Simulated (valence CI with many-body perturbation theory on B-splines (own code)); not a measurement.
Values are calculated unless marked as measured or tabulated.
# Basis-set convergence for Ir V

Method: configuration interaction combined with many-body perturbation theory (CI+MBPT): five valence electrons over a frozen Dirac-Fock core [Xe] 4f14, a basis of 7 s, 7 p, 8 d, 6 f, 4 g, 1 h functions for each j, with the one-electron correlation potential Σ1, the two-electron term Σ2, the three-electron term Σ3, Breit, model QED; selected CI, second order for the rest, scaled by the run's own slope (own B-spline code, finite nucleus).

No measured spectrum was set against this ion. As an estimate, terms of the open shell hold to 2 to 4 % of their energy, and close levels can change places; different configurations can be misplaced against each other by 1,000 to 8,000 cm⁻¹. Among the levels kept, up to 980 cm⁻¹ of a level comes from second order outside the variational space, and about a tenth of that is noise between levels of different J, which matters for small intervals. Only levels of the ground parity were solved; by the run's estimate the other parity begins above the list, which can be wrong where configurations are misplaced.

The reference run has the lowest level 5d5 6S_5/2 and an ionisation energy of 57.5910 eV. Its largest variational space holds 20000 state functions.

Names give the largest LS component (configuration and term), which can be under half, so a name can repeat, a term be missing and a line seem to break the LS rules; names also repeat where a configuration has a term twice. Letters in brackets count levels of one name in rising energy.

Changed runs:
A. basis 6 s, 6 p, 5 d, 5 f, 1 g
B. basis 5 s, 5 p, 4 d, 4 f

Excitation energies of the reference run in cm⁻¹, and shifts in cm⁻¹:

| Level | Reference | A | B |
| --- | --- | --- | --- |
| 5d5 4G_5/2 [a] | 17501 | +429 | +1601 |
| 5d5 4G_7/2 | 22794 | +361 | +1654 |
| 5d5 4D_3/2 [a] | 23732 | +369 | +1469 |
| 5d5 4G_11/2 | 24137 | +376 | +1683 |
| 5d5 4G_5/2 [b] | 24520 | +324 | +1453 |
| 5d5 4G_9/2 | 25107 | +338 | +1640 |
| 5d5 4P_1/2 | 26921 | +361 | +1385 |
| 5d5 4D_7/2 | 30236 | +317 | +1753 |
| 5d5 2D_5/2 [a] | 32175 | +410 | +1754 |
| 5d5 4D_1/2 | 34435 | +317 | +1549 |
| 5d5 2I_11/2 | 35043 | +504 | +2212 |
| 5d5 4D_3/2 [b] | 35692 | +371 | +1531 |
| Ionisation energy (eV) | 57.5910 | -0.0558 | -0.0677 |
